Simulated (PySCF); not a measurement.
**How methods differ on the ionisation energy of Tl**

Tl [Xe] 4f14 5d10 6s2 6p1 (2P) → Tl⁺ [Xe] 4f14 5d10 6s2 (1S), as a difference of total energies. Computed with PySCF 2.14 in aug-cc-pVQZ-DK3, with the spin-free X2C one-electron Hamiltonian (Gaussian nucleus). Correlated levels: valence: [Xe] 4f14 5d10 frozen. The calculations carry no spin-orbit coupling.

```csv
method,ionisation energy (eV)
UHF,4.997
MP2 (valence),5.192
SCS-MP2 (valence),5.176
CCSD (valence),5.230
CCSD(T) (valence),5.246
```

Task: How much does correlation contribute at CCSD(T) (valence)?

Result: 5.246 − (4.997) = 0.249 eV, measured against UHF.

A first-order spin-orbit estimate (lowest level to lowest level, LS coupling) adds 0.533 eV.

Errors of the correlated levels include the incompleteness of this basis and the frozen core.

For comparison: 6.108 eV (measured; NIST Atomic Spectra Database, ionization energies).
